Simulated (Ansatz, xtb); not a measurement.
**Redistribution: CH2Br2 + C2H3F → CH2BrF + C2H3Br**

Gas-phase species: CH2Br2 (dibromomethane) `BrCBr`, singlet; C2H3F `C=CF`, singlet; CH2BrF (bromofluoromethane) `FCBr`, singlet; C2H3Br (vinyl bromide) `C=CBr`, singlet. The partners trade Br for F; both sit on C, so the bond types are kept.

Shapes, held fixed at every level: PBE0-D4/def2-TZVP. Programs: Ansatz 0.2.0, xtb 6.7.1. The zero-point and thermal change to 298 K, harmonic and unscaled (PBE0-D4/def2-TZVP), is +0.6 kJ/mol.

**The experiment to reproduce.** Tabulated heats of formation (Active Thermochemical Tables): CH2Br2 +3.1; C2H3F -142.5; CH2BrF -212.4; C2H3Br +73.7 kJ/mol, which give ΔH(298 K) = +0.7 kJ/mol.

```tsv
level	kind	ΔH (kJ/mol)	computed − measured
GFN1-xTB	semi-empirical	-9.7	-10.4
HF/def2-SVP	Hartree–Fock	-2.1	-2.8
r2SCAN-D4/def2-TZVPP	meta-GGA	-1.4	-2.1
BHLYP-D4/def2-TZVPP	global hybrid	+0.7	0.0
r2SCAN0-D4/def2-TZVPP	global hybrid	-0.7	-1.4
wB97M-V/def2-TZVPP	range-separated hybrid	+1.4	+0.7
wB97X-V/def2-TZVPP	range-separated hybrid	+0.7	0.0
CCSD(T)/def2-SVP	coupled cluster or CI	-0.1	-0.8
CCSD(T)/def2-TZVPP	coupled cluster or CI	-0.5	-1.2
```

Nearest: wB97X-V/def2-TZVPP (0.0); farthest: GFN1-xTB (-10.4). 8 of 9 levels lie within 10 kJ/mol. Relativity is left out for Br. Outer-core shells of Br are correlated, in sets that cover them unevenly.
